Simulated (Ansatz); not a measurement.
A nudged elastic band was laid between two geometries of CH2BFO (6 atoms, charge 0, multiplicity 1).

Computed with RKS B3LYP-D4/def2-SVPD (Ansatz 0.2.0).

```yaml
movable_images: 5
climbing_image: yes
spring: 5.0 eV/Å²
optimiser: quadratic models (default)
start_path: through a guess of the saddle point
force_threshold: 0.03 eV/Å
iteration_limit: 60
end_points: relaxed
```

First end point:

```xyz
6
Properties=species:S:1:pos:R:3
F -1.454 0.010 -0.925
C -0.180 -0.281 -0.534
B 0.305 0.105 0.852
O 0.583 0.916 -0.177
H 0.312 -0.898 -1.289
H 0.476 0.084 2.026
```

Last end point:

```xyz
6
Properties=species:S:1:pos:R:3
F -2.263 0.353 -0.359
C -1.294 -0.501 -0.162
B 0.132 -0.042 0.180
O 1.136 0.011 -0.730
H 2.018 0.094 -0.353
H 0.312 0.021 1.379
```

**Question.** What changes between the two ends?

**Answer.** Bonds broken: C2–O4, C2–H5. Bonds formed: O4–H5.

**Question.** What energy profile does the band end with?

**Answer.** The forces met the threshold. The highest image is number 2 of 0 to 6, 2.75 eV above the first end and 0.89 eV above the last; the last end lies 1.86 eV above the first. The profile has 2 maxima (images 2, 5) with wells between them (image 3): this band takes more than one step, which may be the mechanism or a detour left from its start path. Neighbouring images differ by up to 1.7 eV, so the band resolves the path poorly. A vibrational analysis at the climbing image gives one clearly imaginary mode, 1581i cm⁻¹: a first-order saddle point. The orbitals stay closed-shell, which can raise the energy where a bond breaks towards radicals; this wasn't checked here.

| image | path coordinate (Å) | energy (eV) | C2–O4 (Å) | C2–H5 (Å) | O4–H5 (Å) |
| --- | --- | --- | --- | --- | --- |
| 0 | 0.00 | 0.00 | 1.46 | 1.09 | 2.15 |
| 1 | 0.66 | 1.02 | 1.80 | 1.09 | 1.84 |
| 2 | 1.33 | 2.75 | 2.00 | 1.41 | 1.19 |
| 3 | 2.05 | 2.00 | 2.39 | 2.30 | 0.97 |
| 4 | 2.77 | 2.03 | 2.60 | 2.93 | 0.95 |
| 5 | 3.49 | 2.14 | 2.39 | 3.18 | 0.96 |
| 6 | 4.21 | 1.86 | 2.55 | 3.37 | 0.96 |

**Question.** What is the geometry of the highest image?

**Answer.** 
```xyz
6
Properties=species:S:1:pos:R:3
F -1.716 0.032 -0.732
C -0.583 -0.591 -0.475
B 0.295 0.034 0.697
O 1.116 0.446 -0.279
H 0.627 -0.244 -1.122
H 0.304 0.259 1.865
```

Run time: 88 s on 2 threads of Intel(R) Xeon(R) Platinum 8488C (Sapphire Rapids), with other jobs on the host, peak memory 0.2 GiB.
